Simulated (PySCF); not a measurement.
## HAsO2: from structure and modes to constants

Method: PBE0/[As def2-TZVP, O def2-TZVP, H def2-TZVP], no relativity, density fitting, PySCF.

The singlet minimum has C2v symmetry. Masses (u): As 74.92160, O 15.99492, H 1.00782.

```xyz
4
charge 0 multiplicity 1, angstrom
As    0.1768    0.0000    0.0000
O    -0.4674    1.4685    0.0000
O    -0.4674   -1.4685    0.0000
H     1.6940    0.0000    0.0000
```

Harmonic wavenumbers (cm⁻¹): 316.6 (a1, ×1), 449.6 (b1, ×1), 824.7 (b2, ×1), 987.4 (a1, ×1), 1094.8 (b2, ×1), 2217.1 (a1, ×1).

Problem. Find the principal moments of inertia and the rotational constants. What kind of rotor is it?

Solution. About the centre of mass I = 12.221, 68.99, 81.212 u Å². With B = 16.8576/I this gives 1.379, 0.2443, 0.2076 cm⁻¹. The molecule is an asymmetric top with κ = -0.94.

Problem. Find the vibrational entropy and heat capacity at 298.15 K.

Solution. With u = 1.43878 ω/T, each mode gives S = R[u/(eᵘ−1) − ln(1−e⁻ᵘ)] and C = R u² eᵘ/(eᵘ−1)².
| ω (cm⁻¹) | u | S (J/(mol K)) | C (J/(mol K)) |
| --- | --- | --- | --- |
| 316.6 | 1.528 | 5.55 | 6.87 |
| 449.6 | 2.170 | 3.33 | 5.70 |
| 824.7 | 3.980 | 0.79 | 2.56 |
| 987.4 | 4.765 | 0.41 | 1.64 |
| 1094.8 | 5.283 | 0.27 | 1.19 |
| 2217.1 | 10.699 | 0.00 | 0.02 |
The sums over all modes are S = 10.4 and C = 18.0 J/(mol K); the softest mode gives 54 % of the entropy.

Problem. Give the standard entropy (298.15 K, 1 bar) by its translational, rotational, vibrational and spin parts, and Cp.

Solution. Sackur–Tetrode with M = 107.92 u gives 167.2; rotation with symmetry number 2 gives 89.0; vibration 10.4; spin R ln 1 = 0.0. The total is 266.6 J/(mol K), and Cp = 4 R + 18.0 = 51.2 J/(mol K).

Only a few start shapes were tried, so a lower isomer may exist.
